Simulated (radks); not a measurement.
The numbers below are computed, except where a source is named.
Task: Mean orbital radii <r> (bohr) of the osmium ion Os2+, [Xe] 4f14 5d6, of relativity; Dirac values are averaged over j with weights 2j + 1. Spin-unpolarised spherical Kohn-Sham, PBEsol, point nucleus unless stated (finite: rms radius 5.4126 fm), a radial shooting solver on a logarithmic mesh with Libxc functionals. A level marked "c x" has the speed of light scaled by that factor and shares open shells by 2j + 1; other Dirac levels either fill j = l - 1/2 first or share by 2j + 1.

| shell | non-rel. |
|---|---|
| 3s | 0.2131 |
| 3p | 0.2032 |
| 3d | 0.1779 |
| 4s | 0.4729 |
| 4p | 0.4787 |
| 4d | 0.4915 |
| 5s | 1.106 |
| 4f | 0.5414 |
| 5p | 1.214 |
| 5d | 1.665 |
| 6s (empty) | 2.875 |
| 6p (empty) | 3.427 |

Give the values at the level "Dirac, c x 0.75".

Result: 
shell       Dirac, c x 0.75  change of magnitude (%)
3s                   0.1754                   -17.70
3p                   0.1854                    -8.79
3d                   0.1753                    -1.48
4s                   0.3947                   -16.53
4p                   0.4411                    -7.85
4d                   0.4888                    -0.53
5s                   0.9160                   -17.21
4f                   0.5735                    +5.93
5p                    1.126                    -7.25
5d                    1.727                    +3.72
6s (empty)            2.374                   -17.42
6p (empty)            3.177                    -7.31
